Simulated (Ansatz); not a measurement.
Basis-set extrapolation for C$_{3}$H$_{4}$F$_{4}$ (`CC(F)C(F)(F)F`) (PBE0-D4/def2-TZVP geometry, frozen core, the Gaussian-basis code of Ansatz). Multiplicity 1, RHF reference.

```tsv
	def2-TZVPP	def2-QZVPP
HF	-513.927073	-513.949306
MP2 correlation	-1.488170	-1.617784
CCSD(T) correlation	-1.562395	not run
```

Energies in hartree. Use E(X) = E(∞) + A·exp(−7.88·√X) for Hartree–Fock and E(X) = E(∞) + B·X^(−2.97) for correlation, with X = 3 and 4, and add CCSD(T) minus MP2 of the smaller set to the MP2 limit.

Problem. What is the CCSD(T) energy at the basis-set limit?

Solution. HF limit: -513.949306 + (-0.022233) × 0.13774 = -513.95237. MP2 limit: -1.617784 + (-0.129614) × 0.74074 = -1.71379. Higher-order term: -1.562395 − (-1.488170) = -0.07422. Total: -515.74038 hartree, 157.4 kcal/mol below CCSD(T)/def2-TZVPP.
